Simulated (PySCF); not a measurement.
## Bonding in `CCC(F)(F)C(=O)F`

Compound: C4H5F3O.
Numbering: `[CH3:1][CH2:2][C:3]([F:4])([F:5])[C:6](=[O:7])[F:8]` (hydrogens: H9, H10, H11 on C1; H12, H13 on C2)

Structure used (GFN2-xTB), in Å, numbered top down from 1:
```
atom  x, y, z in Å
C1    -1.422    0.194   -0.511
C2    -0.504   -0.733    0.276
C3     0.756   -0.008    0.749
F4     1.555   -0.861    1.448
F5     0.447    0.994    1.607
C6     1.553    0.577   -0.423
O7     1.698    1.698   -0.736
F8     2.078   -0.431   -1.155
H9    -0.956    0.517   -1.440
H10   -2.345   -0.326   -0.753
H11   -1.664    1.074    0.079
H12   -0.189   -1.588   -0.326
H13   -1.011   -1.105    1.168
```

Bond orders from the PBE0/pcSseg-1 density (PySCF). One conformer (not necessarily the lowest) at the GFN2-xTB geometry, without solvent, vibrations or thermal averaging.

Problem. Where do the orders between heavy atoms depart from those drawn in the SMILES?

Solution. The largest departure is 0.115, at C3–C6 (drawn single, 0.885).

Problem. Give the Mayer order of every bond, beside its length.

Solution. 
```tsv
bond	drawn as	length (Å)	Mayer order
C1–C2	single	1.524	1.044
C2–C3	single	1.528	0.999
C3–F4	single	1.362	0.942
C3–F5	single	1.356	0.969
C3–C6	single	1.533	0.885
C6–O7	double	1.173	2.105
C6–F8	single	1.352	0.968
C1–H9	single	1.088	0.955
C1–H10	single	1.086	0.962
C1–H11	single	1.087	0.959
C2–H12	single	1.092	0.933
C2–H13	single	1.092	0.933
```

Bonds between the same two heavy elements. C–C: lowest C3–C6 (0.885, 1.533 Å), highest C1–C2 (1.044, 1.524 Å). C–F: lowest C3–F4 (0.942, 1.362 Å), highest C3–F5 and C6–F8 (0.969, 1.356 Å). Bonds named together lie within 0.004.

Problem. Sum the orders of all bonds at each heavy atom with more than one neighbour and set the sums beside the valence in the SMILES.

Solution. C1 3.920 (drawn 4), C2 3.909 (drawn 4), C3 3.795 (drawn 4), C6 3.958 (drawn 4). Orders between atoms that aren't bonded are not in these sums.

Mayer orders depend on the basis set.
